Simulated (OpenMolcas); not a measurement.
V4+ (d1) among equal point charges was computed by CASSCF with the d shell active (OpenMolcas, ANO-RCC-VDZP on the metal). Its lowest spin-free states, and all those of the highest spin:

```csv
2S+1,Degeneracy,E (cm-1)
2,1,0.0
2,2,646.3
2,2,6090
```

Question: Is the site octahedral, tetrahedral or cube-like, axial, or of lower symmetry?

Answer: The states with 2S+1 = 2 have orbital degeneracies 1, 2, 2. There are pairs but no triples, so the site is axial: not cubic, but with a proper or improper axis of order three or more. The run had V4+ among 3 point charges of -1 e arranged as a planar triangle (D3h), 1.78 Å from the ion.

Point charges carry no covalency, so the field is a model and not that of real ligands. No measured value stands beside these numbers.
